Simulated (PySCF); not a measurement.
## How the method changes the constants of NiB

State: ²Σ⁺ (doublet), unpaired electrons σ ↑. Set-up: basis Ni x2c-TZVPPall, B x2c-TZVPPall; spin-free X2C with a Gaussian nucleus; PySCF 2.14. De refers to Ni (3d8 4s2) + B in their high-spin ground configurations, without counterpoise correction. The functionals are run spin-unrestricted. A positive dipole means Ni(−)B(+). Levels whose curve was spin-contaminated or gave no clean fit are not listed.

```csv
Level,Re (Å),ωe (cm⁻¹),De (eV),μ (D),"CPU s a point (SCF and correlation, without the integrals)"
LDA,1.645,861,n/a,-1.41,0.85
PBE,1.674,819,n/a,-1.58,1.5
BLYP,1.681,802,n/a,-1.49,1.5
BP86,1.674,817,n/a,-1.52,1.7
r²SCAN,1.656,844,n/a,-1.69,3.7
PBE0,1.655,819,n/a,-1.81,2.6
HSE06,1.655,822,n/a,-1.71,2.9
```

**Question.** What does a quarter of exact exchange do here, going from PBE to PBE0?

**Answer.** PBE0 less PBE: -1.9 pm in Re, +0.0 % in ωe. Exact exchange removes part of the self-interaction that spreads semilocal densities, and in most molecules shortens and stiffens the bond and lowers De; so it does here.

**Question.** What does the gradient correction do here, going from LDA to PBE?

**Answer.** PBE less LDA: +2.9 pm in Re, -4.9 % in ωe. The gradient correction favours the more uneven density of free atoms, so it tends to lengthen bonds and takes away much of the overbinding of LDA; so it does here.

De is left out where the level can put another filling of the metal’s s and d shells below the measured ground configuration, by anything from nothing to about 1 eV. With d or f electrons several states lie close, and the lowest PBE0 determinant need not be the measured ground state.

The whole job (state search and all levels along the bond) took about 7.2 min on 1 thread of Intel Xeon Gold 6455B (shared host), peak memory 3.1 GiB.
